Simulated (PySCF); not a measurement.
## Excitation energies in several basis sets

Di-n-propyl ether, C₆H₁₄O.
SMILES: `C(CC)OCCC`

TDDFT with PBE0 (PySCF), vertical singlets, core orbitals frozen in the response, spherical d and f functions. One conformer (not necessarily the lowest) at the PBE0-D3(BJ)/def2-SVP geometry, without solvent, vibrations or thermal averaging.

```tsv
basis	functions	diffuse	S1 (eV)	S2 (eV)	S3 (eV)	S4 (eV)	S5 (eV)	LUMO (eV)	α (au)
6-31G*	126	no	8.44	8.73	8.81	9.41	9.72	2.86	69.3
6-31+G*	154	yes	6.73	7.06	7.09	7.22	7.38	0.57	76.1
def2-SVP	168	no	7.74	8.10	8.31	8.62	8.92	1.86	71.8
def2-SVPD	255	yes	6.97	7.33	7.52	7.77	7.78	0.78	81.7
aug-cc-pVDZ	287	yes	6.26	6.61	6.67	6.74	7.05	-0.03	83.8
```

Problem. Compare the sets with the largest diffuse one.

Solution. States are compared by their number. Against the largest diffuse basis here (aug-cc-pVDZ, itself not a converged limit), sets without diffuse functions differ by up to 2.18 eV in S1 and 2.67 eV in S5; the smaller diffuse sets differ by up to 0.71 and 0.74 eV. State by state, the largest deviation of a set without diffuse functions is S1 2.18, S2 2.12, S3 2.14, S4 2.67, S5 2.67 eV. The same number needn't mean the same state in each row. Against aug-cc-pVDZ the polarisability deviates by -17% in 6-31G*, -9% in 6-31+G*, -14% in def2-SVP, -2% in def2-SVPD. A single + in a Pople set puts diffuse functions on heavy atoms only.
